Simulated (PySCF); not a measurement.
Geometries of 2 isomers of BH8NSiSn, from PySCF, PBE0-D3(BJ)/def2-SVP geometry optimisation, gas phase, def2 core potentials past Kr. One conformer each, no zero-point energy, no frequencies.

Question: Which isomer lies lower at this level?
A.
```xyz
12
angstrom
B      0.837    1.647   -0.121
N      0.521    0.279   -0.189
Si     1.771   -0.957   -0.089
Sn    -1.463   -0.296   -0.475
H      1.993    1.984    0.049
H     -0.027    2.494   -0.227
H      1.245   -2.110    0.709
H      2.995   -0.406    0.556
H      2.114   -1.480   -1.448
H     -2.355    1.148   -0.627
H     -1.503   -1.254   -1.895
H     -1.916   -1.223    0.892
```
B.
```xyz
12
angstrom
B      2.062    0.694    0.572
Sn     0.854   -1.167    0.212
N     -0.964   -0.677   -0.607
Si    -1.881    0.761   -0.348
H      3.147    0.622    1.098
H      1.648    1.774    0.232
H      1.590   -2.214   -0.938
H      0.573   -2.083    1.643
H     -1.324   -1.354   -1.273
H     -3.308    0.478    0.020
H     -1.924    1.690   -1.527
H     -1.238    1.498    0.786
```

Answer: A. That is `B[N]([SiH3])[SnH3]`, 37.4 kcal/mol below the other.

| SMILES | atoms numbered as above | E (Eh) | relative (kcal/mol) | relative (kJ/mol) | dipole (D) |
| --- | --- | --- | --- | --- | --- |
| B[N]([SiH3])[SnH3] | [BH2:1][N:2]([SiH3:3])[SnH3:4] | -587.83897 | 0.0 | 0.0 | 1.89 |
| [BH2][SnH2][NH][SiH3] | [BH2:1][SnH2:2][NH:3][SiH3:4] | -587.77939 | 37.4 | 156.4 | 1.39 |

As drawn, the lower has a B–N bond, which the higher lacks; the higher has an N–H bond, which the lower lacks.
